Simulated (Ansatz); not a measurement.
`BOBF` + HBr → `BBr` + `OBF` at 700 K and 1 bar (ligand exchange at a B–O bond).

Calculated with Ansatz (gas phase, PBE0-D4/def2-TZVP geometries, no zero-point term in ΔE). CCSD(T)/CBS is the MP2 limit (def2-TZVPP, def2-QZVPP) plus CCSD(T) − MP2 in def2-TZVPP, frozen cores. This one scheme is used for every species. For Br outer-core shells are correlated without core-valence functions, which leaves a few kJ/mol of doubt a bond. Scalar relativity is left out up to krypton. One conformer a species, not always the lowest.

```json
{"species": "`BOBF`", "CCSD(T)/CBS energy (Eh)": "-226.48924", "H − E (kJ/mol)": "161.9", "S (J/(mol·K))": "366.9"}
{"species": "HBr", "CCSD(T)/CBS energy (Eh)": "-2573.91920", "H − E (kJ/mol)": "36.5", "S (J/(mol·K))": "223.7"}
{"species": "`BBr`", "CCSD(T)/CBS energy (Eh)": "-2599.32470", "H − E (kJ/mol)": "85.7", "S (J/(mol·K))": "289.3"}
{"species": "`OBF`", "CCSD(T)/CBS energy (Eh)": "-201.07426", "H − E (kJ/mol)": "116.8", "S (J/(mol·K))": "306.1"}
```

H − E and S are ideal-gas, rigid-rotor, harmonic terms from PBE0-D4/def2-TZVP, for one conformer and one mirror image of each species. 1 Eh = 2625.50 kJ/mol, R = 8.31446 J/(mol·K).

Q: By hand: ΔE, ΔH, ΔS and ΔG.

A: ΔE = (-2599.32470) + (-201.07426) − (-226.48924) − (-2573.91920) = 0.00948 Eh = 24.9 kJ/mol. Δ(H − E) = 85.7 + 116.8 − 161.9 − 36.5 = 4.1, so ΔH = 29.0 kJ/mol. ΔS = 289.3 + 306.1 − 366.9 − 223.7 = 4.8 J/(mol·K). ΔG = 29.0 − 700 × (4.8)/1000 = 25.6 kJ/mol.

Q: By hand: the equilibrium constant, and the temperature at which ΔG would vanish if ΔH and ΔS stayed fixed.

A: log₁₀ K = −ΔG/(RT ln 10) = -1.9. ΔG = 0 at ΔH/ΔS = 6042 K, far beyond where these terms or the molecules hold.

The number of gas molecules stays the same, so ΔS is small and ΔH decides. A doubt of 5 kJ/mol in ΔE shifts log₁₀ K by 0.4 here. Other conformers and mirror images would add mixing entropy, several J/(mol·K) or more a flexible species. These are equilibria of isolated gas molecules and say nothing of rates. Largest T1 diagnostic: 0.013 (customary marks: 0.02 for closed shells, 0.045 for open ones).
